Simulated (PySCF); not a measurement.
The vertical singlet excitations below were computed for one of the candidates. Method: TDDFT B3LYP/def2-SVPD, vertical, gas phase, core orbitals frozen in the response in PySCF. Geometries: PBE0-D3(BJ)/def2-SVP, one conformer each.

| state | ν̃ (cm⁻¹) | f | main configurations (H = HOMO, L = LUMO) |
| --- | --- | --- | --- |
| S1 | 52280 | 0.054 | H→L (50%), H-1→L (43%) |
| S2 | 53570 | 0.0014 | H→L+1 (80%), H-1→L (9%) |
| S3 | 55070 | 0.0040 | H-2→L (93%) |
| S4 | 55710 | 0.020 | H→L+2 (86%) |
| S5 | 56500 | 0.018 | H→L+4 (41%), H→L+3 (33%), H-1→L+1 (10%) |
| S6 | 56790 | 0.128 | H→L (40%), H-1→L (37%) |

Orbital energies (eV): HOMO-3 -8.95, HOMO-2 -7.62, HOMO-1 -7.51, HOMO -6.84, LUMO 0.13, LUMO+1 0.60, LUMO+2 0.89.

Question: Which candidate is it? All have the formula C8H12.
A. `C1CC1C(/C=C/C)=C`
B. `C[C@@H]1C[C@@H]1[C@H]1C=CC1`
C. `C=C=C[C@@H](C=C)CC`

Answer: B. Its S1, at 6.48 eV, is the highest among the candidates; the nearest of the others has S1 at 5.54 eV. S1 is HOMO→LUMO (50%), HOMO-1→LUMO (43%). Löwdin shares by element: HOMO carbon 73% or more (atoms not listed hold the other 27%); LUMO carbon 68% or more, hydrogen 12% or more (atoms not listed hold the other 19%). At the same level the other candidates give, for their lowest levels:
- `C=C=C[C@@H](C=C)CC`: 5.54 eV (f 0.014); 5.88 eV (f 0.014); 6.18 eV (f 0.075); 6.51 eV (f 0.165); 6.62 eV (f 0.018); HOMO -6.97, LUMO -0.35 eV
- `C=C(/C=C/C)C1CC1`: 5.44 eV (f 0.561); 5.99 eV (f 0.000); 6.07 eV (f 0.023); 6.24 eV (f 0.018); 6.36 eV (f 0.022); HOMO -6.18, LUMO -0.83 eV

Shape of the structure used: `[CH3:1][C@@H:2]1[CH2:3][C@@H:4]1[C@H:5]1[CH:6]=[CH:7][CH2:8]1`: C3–C4–C5–C6 96°.
